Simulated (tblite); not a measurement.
C6H14P2.
Geometry (GFN2-xTB, Å), atoms numbered from 1 in this order:
```
atom  x, y, z in Å
C1     1.301   -0.392    2.235
P2     0.776   -0.239    0.623
C3     1.706   -0.547   -0.981
C4     0.165    1.473    0.399
C5    -0.712    1.715   -0.820
P6    -2.275    0.710   -0.910
C7    -1.570   -1.007   -0.797
C8    -0.710   -1.290    0.425
H9     1.596   -1.422    2.439
H10    2.135    0.285    2.427
H11    2.057   -1.580   -0.964
H12    1.128   -0.379   -1.887
H13    2.576    0.110   -0.981
H14    1.044    2.127    0.367
H15   -0.378    1.698    1.322
H16   -0.162    1.538   -1.750
H17   -1.025    2.765   -0.837
H18   -2.566    0.812    0.457
H19   -1.019   -1.193   -1.723
H20   -2.428   -1.688   -0.803
H21   -1.280   -1.145    1.349
H22   -0.368   -2.332    0.410
```

Calculated harmonic vibrations of the isolated species, GFN2-xTB (tblite), most abundant isotopes, no scaling. Errors from tens to a few hundred cm⁻¹ against measured bands are possible. Modes of hydrogen on phosphorus can be 10 to 20 % off. One conformer, not necessarily the lowest.

Harmonic wavenumbers (cm⁻¹): 70.9, 132.2, 194.9, 195.5, 217.3, 238.3, 242.0, 280.6, 293.8, 301.8, 354.9, 438.1, 590.6, 642.0, 649.3, 689.9, 701.1, 740.4, 755.5, 760.9, 790.6, 804.1, 813.9, 820.2, 906.5, 928.8, 932.2, 1001.8, 1046.6, 1047.4, 1072.7, 1085.7, 1130.0, 1158.1, 1248.9, 1256.9, 1268.3, 1272.1, 1302.9, 1400.0, 1422.0, 1426.1, 1431.1, 1442.6, 1451.7, 1455.2, 2251.3, 2905.9, 2909.6, 2922.1, 2927.0, 2933.9, 2934.6, 2937.1, 2945.5, 2952.8, 2954.7, 2986.3, 2986.6, 3010.5.

A = 2246, B = 1065, C = 979.6 MHz; mass 148.057 u (most abundant isotopes); point group Cs, symmetry number 1.

What is the zero-point energy?

Half the sum of the wavenumbers: 39482 cm⁻¹ = 112.89 kcal/mol.

Entropy at 273.15 K, 1 bar (ideal gas, RRHO, classical rotation)?

Translation 40.48, rotation 29.05, vibration 24.93: S = 94.5 cal/(mol K).

And Cp and H(273.15 K) − H(0)?

Cp = 40.07 cal/(mol K), of which vibrations give 32.12 (their classical limit is 60 R = 119.2); H(273.15 K) − H(0) = 6.20 kcal/mol without the zero-point energy, 4.03 from vibrations.

Which modes carry the vibrational entropy at 273.15 K?

70.9 cm⁻¹: 3.96; 132.2 cm⁻¹: 2.75; 194.9 cm⁻¹: 2.02; 195.5 cm⁻¹: 2.01; 217.3 cm⁻¹: 1.82; 238.3 cm⁻¹: 1.66 cal/(mol K); the other 54 give 10.71 together.

What must be added to the electronic energy to get the Gibbs energy at 273.15 K and 1 bar?

ZPE + [H(273.15 K) − H(0)] − T·S = 112.89 + 6.20 − 25.80 = 93.29 kcal/mol.

How do the functions run with temperature in this model?

```json
{"T (K)": "50", "S (cal/(mol K))": "57.3", "Cp (cal/(mol K))": "10.9", "H − H(0) (kcal/mol)": "0.44", "G − H(0) (kcal/mol)": "-2.42", "ln q(vib)": "0.17"}
{"T (K)": "100", "S (cal/(mol K))": "67.1", "Cp (cal/(mol K))": "18.1", "H − H(0) (kcal/mol)": "1.17", "G − H(0) (kcal/mol)": "-5.54", "ln q(vib)": "0.90"}
{"T (K)": "298.15", "S (cal/(mol K))": "98.1", "Cp (cal/(mol K))": "43.3", "H − H(0) (kcal/mol)": "7.24", "G − H(0) (kcal/mol)": "-22.01", "ln q(vib)": "5.81"}
{"T (K)": "373.15", "S (cal/(mol K))": "108.8", "Cp (cal/(mol K))": "52.5", "H − H(0) (kcal/mol)": "10.84", "G − H(0) (kcal/mol)": "-29.77", "ln q(vib)": "7.91"}
{"T (K)": "500", "S (cal/(mol K))": "126.1", "Cp (cal/(mol K))": "65.5", "H − H(0) (kcal/mol)": "18.36", "G − H(0) (kcal/mol)": "-44.68", "ln q(vib)": "11.57"}
{"T (K)": "750", "S (cal/(mol K))": "156.3", "Cp (cal/(mol K))": "83.4", "H − H(0) (kcal/mol)": "37.14", "G − H(0) (kcal/mol)": "-80.09", "ln q(vib)": "18.71"}
{"T (K)": "1000", "S (cal/(mol K))": "182.0", "Cp (cal/(mol K))": "95.1", "H − H(0) (kcal/mol)": "59.54", "G − H(0) (kcal/mol)": "-122.46", "ln q(vib)": "25.45"}
```

q(vib) and H(0) count from the zero-point level.

Blend soft modes into free rotors: weight 1/[1 + (100 cm⁻¹/ν̃)⁴] for the oscillator and the rest for a rotor with moment μB/(μ + B), μ = h/(8π²ν), B = 10⁻⁴⁴ kg m². What vibrational entropy results?

24.25 cal/(mol K) in place of 24.93, which changes −T·S at 273.15 K by +0.19 kcal/mol.

Hindered rotation and anharmonicity are outside this model. Other conformers, if any are populated, would add a mixing term that is left out.

On an Arm Neoverse V1 with one thread, on a shared host, this took 1.1 s of wall time. This covers the Hessian and the dipole derivatives.
